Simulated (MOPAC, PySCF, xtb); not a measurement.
Dissociation curve of CuCl, singlet.

PM6, restricted, heats of formation (MOPAC); GFN1-xTB (xtb); RKS-B3LYP/6-31G* = PySCF with restricted B3LYP/6-31G*, spherical d; UCCSD(T) = CCSD(T) on UHF/def2-SVP, 10 core orbitals frozen (PySCF 2.14.0).

Energies relative to the lowest point of each curve near equilibrium, in mEh; the last columns give the difference from UCCSD(T):

| R / Å | PM6 | GFN1-xTB | RKS-B3LYP/6-31G* | UCCSD(T) | PM6 − UCCSD(T) | GFN1-xTB − UCCSD(T) | RKS-B3LYP/6-31G* − UCCSD(T) |
|---|---|---|---|---|---|---|---|
| 1.67 | 60.6 | 95.9 | 66.6 | 100.4 | -39.8 | -4.4 | -33.7 |
| 1.77 | 29.0 | 38.5 | 27.8 | 50.9 | -21.9 | -12.4 | -23.1 |
| 1.88 | 9.5 | 10.3 | 6.9 | 19.8 | -10.4 | -9.6 | -13.0 |
| 1.93 | 4.5 | 4.3 | 2.4 | 11.4 | -6.9 | -7.1 | -9.0 |
| 2.03 | 0.1 | 0.0 | 0.0 | 2.1 | -2.0 | -2.1 | -2.1 |
| 2.08 | 0.0 | 0.4 | 1.2 | 0.3 | -0.3 | 0.0 | 0.8 |
| 2.11 | 0.5 | 1.2 | 2.4 | 0.0 | 0.5 | 1.2 | 2.4 |
| 2.22 | 5.5 | 6.7 | 9.7 | 2.3 | 3.2 | 4.3 | 7.4 |
| 2.30 | 11.5 | 12.4 | 16.8 | 6.5 | 5.0 | 5.9 | 10.2 |
| 2.41 | 22.3 | 21.8 | 27.7 | 14.4 | 7.9 | 7.4 | 13.3 |
| 2.59 | 44.8 | 39.3 | 46.9 | 30.0 | 14.8 | 9.4 | 16.9 |
| 2.82 | 77.4 | 62.9 | 70.9 | 50.9 | 26.5 | 12.0 | 20.0 |
| 3.15 | 119.2 | 94.8 | 100.9 | 78.2 | 41.0 | 16.6 | 22.7 |
| 3.44 | 145.1 | 118.4 | 121.7 | 100.3 | 44.8 | 18.1 | 21.4 |
| 3.71 | 162.0 | 135.7 | 136.6 | 113.9 | 48.1 | 21.8 | 22.7 |
| 4.15 | 180.8 | — | 153.8 | 123.2 | 57.5 | — | 30.6 |
| 4.59 | 193.1 | — | 165.0 | 125.6 | 67.5 | — | 39.4 |
| 5.11 | 203.2 | — | 173.5 | 126.3 | 76.9 | — | 47.2 |
| 5.60 | 210.1 | — | 178.6 | 126.5 | 83.6 | — | 52.1 |
| 6.28 | 217.5 | — | 183.2 | 126.6 | 90.9 | — | 56.6 |
| 7.23 | 225.2 | — | 187.0 | 126.6 | 98.5 | — | 60.4 |
| 8.39 | — | — | 189.8 | 126.6 | — | — | 63.1 |

PM6 is furthest from UCCSD(T) at 7.23 (98.5 mEh, above); its mean absolute difference over the points is 35.6 mEh.

GFN1-xTB is furthest from UCCSD(T) at 3.71 (21.8 mEh, above); its mean absolute difference over the points is 8.8 mEh.

RKS-B3LYP/6-31G* is furthest from UCCSD(T) at 8.39 (63.1 mEh, above); its mean absolute difference over the points is 25.8 mEh.

Dashes: no converged value, or the column stops at the first point that the program doubted or that broke a chosen test of continuity, which isn't proof of a fault.

The restricted form behind PM6, RKS-B3LYP/6-31G* keeps the bonding electrons paired and can't separate into open-shell fragments. The unrestricted determinant behind UCCSD(T) is spin-contaminated at 3.44 to 8.39 Å (<S²> up to 1.0, against 0.00 for a pure singlet).
